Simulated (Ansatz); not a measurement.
`C=C[Si](N)(N)Cl` + `FCC1CO1` → `N[Si](N)(F)Cl` + `C=CCC1CO1`  (formal exchange of groups at the Si–C bond)

Calculated with Ansatz (gas phase, PBE0-D4/def2-TZVP geometries, no zero-point term in ΔE). CCSD(T)/CBS adds triple-zeta CCSD(T) − MP2 to the extrapolated MP2 energy (def2 sets, frozen cores). DFT in def2-TZVPP. B3LYP here is the variant with VWN-RPA as its local correlation; programs differ in this. One conformer a species, not always the lowest.

```
             level  ΔE (kJ/mol)
          B3LYP-D4       -199.4
           ωB97M-V       -203.8
            B2PLYP       -205.7
               PBE       -193.2
    MP2/def2-TZVPP       -214.6
SCS-MP2/def2-TZVPP       -209.6
CCSD(T)/def2-TZVPP       -206.1
     HF/def2-QZVPP       -210.4
```

Task: What does CCSD(T)/CBS give? (Estimate.)

Result: Ansatz gave: -208.7 kJ/mol. The listed levels differ from it by 9.3, 4.9, 3.0, 15.5, -5.9, -0.9, 2.6, -1.7 kJ/mol.

Largest T1 diagnostic among the species: 0.011.

From PBE to PBE0 (25 % exact exchange), in def2-TZVPP and without D4, ΔE moves by −7.5 kJ/mol.
